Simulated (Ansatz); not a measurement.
Match the barriers

Saddle point of BGeH₅F, doublet (BGeH₅F ([F][BH2][GeH3]) → BGeH₅F ([BH3][GeH2][F]); bonds formed: F1–Ge3, B2–H7; bonds broken: F1–B2, Ge3–H7), PBE0-D4/def2-TZVP structure:

```xyz
8
angstrom
F -1.1842 -1.1072 0.4727
B -0.2485 -0.1197 -1.1500
Ge 0.2113 0.1110 0.8661
H 0.3976 -0.9360 -1.7178
H -1.0333 0.6637 -1.5705
H -0.4929 1.1467 1.7369
H 1.1168 1.0185 -0.2064
H 1.2334 -0.7769 1.5689
```

Computed with Ansatz 0.2.0 (basis: def2-TZVPP, with def2-QZVPP for the basis limit); correlated methods freeze the cores; orbitals are unrestricted. Filled d shells of the heavier atoms are correlated. The def2 sets are not built for correlating such inner shells, so the correlated values are less sure here. B3LYP uses VWN-RPA correlation. Extrapolation: Hartree–Fock as exp(−7.88 √X), correlation as X^−2.97. Four methods, as single points on the PBE0-D4 structures, gave these electronic barriers from the start structure: 1.926, 2.021, 2.123, 2.292 eV.

(1) The methods were, in alphabetical order, B3LYP-D4, BHLYP-D4, BLYP-D4, HF. Which gave which? (A judgement: the text doesn't fix the answer.)

No T1 diagnostic of these runs exceeds 0.017. ⟨S²⟩ of the unrestricted Hartree–Fock references: 0.76 to 0.78 (a pure state has 0.75).

## Answers

(1) By the calculation: BLYP-D4 1.926; B3LYP-D4 2.021; BHLYP-D4 2.123; HF 2.292 eV. For comparison, CCSD(T) at an estimated basis limit (MP2 extrapolated from triple and quadruple zeta, plus CCSD(T) − MP2 in triple zeta) gives 1.957 eV.

Labels in which every atom is bracketed show which atoms are joined, not bond orders.

For scale, one of the runs: CCSD(T)/def2-TZVPP, 180 basis functions, launched by `ansatz run in.yaml --threads 4 --pin off --events-out ev --progress --plain --max-ram 9574MiB`. Hardware: 4 CPU threads of an Arm Neoverse V2, shared host. Wall time 2.4 min; peak host memory 4.7 GiB.
